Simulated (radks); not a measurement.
The numbers below are computed, except where a source is named.
Effect of the nuclear size on neutral palladium, [Kr] 4d10. Level of theory: Dirac Kohn-Sham, exchange-only LDA, spin-unpolarised, spherical densities, finite nucleus; Fermi nuclear charge, rms radius 4.5318 fm (a radial shooting solver on a logarithmic mesh with Libxc functionals). The rms radius is varied about that value; shifts are against it.

rms radius (fm)  total energy shift (eV)  density at nucleus (e/bohr^3)  1s1/2 shift (meV)  2s1/2 shift (meV)  3p1/2 shift (meV)  4s1/2 shift (meV)  5s1/2 (empty) shift (meV)
3.9563                            -0.594                      1.346e+05               -251              -27.8              0.287             -0.984                     -0.061
4.2236                            -0.327                      1.334e+05               -138              -15.3              0.158             -0.542                     -0.034
4.5318                                 0                      1.322e+05              0.000              0.000              0.000              0.000                      0.000
4.9306                             0.453                      1.308e+05                191               21.2             -0.219              0.750                      0.047
5.5651                              1.24                      1.287e+05                523               58.0             -0.600               2.06                      0.128

Slopes of the eigenvalues against <r^2> in GHz/fm^2, as finite differences over the two radii next to the reference (eigenvalue slopes, not the field-shift constants of lines): 1s1/2 12300, 2s1/2 1360, 3p1/2 -14.1, 4s1/2 48.2, 5s1/2 (empty) 3.00.
